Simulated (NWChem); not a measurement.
How basis sets differ on CH3Cl3Si (methyltrichlorosilane)

CH3Cl3Si has 8 atoms, charge 0, and is taken as a singlet. As SMILES, `C[Si](Cl)(Cl)Cl`. The coordinates come from a PBE0-D4/def2-TZVP relaxation.

Quantity: the dipole moment, in D. The values are calculated.

```json
{"level": "BP86/3-21G", "kind": "GGA", "program": "NWChem", "value (D)": "2.94", "CPU time": "37 s"}
{"level": "BP86/6-31G", "kind": "GGA", "program": "NWChem", "value (D)": "2.93", "CPU time": "61 s"}
{"level": "BP86/6-31G* (spherical functions)", "kind": "GGA", "program": "NWChem", "value (D)": "2.33", "CPU time": "98 s"}
{"level": "BP86/6-31G** (spherical functions)", "kind": "GGA", "program": "NWChem", "value (D)": "2.33", "CPU time": "1.9 min"}
```

The values span 2.33 to 2.94 D. Magnitudes only. Sets without polarisation functions give poor dipoles. Times are those of the runs behind each value, whatever else they computed, on shared processors of several kinds: orders of magnitude only.
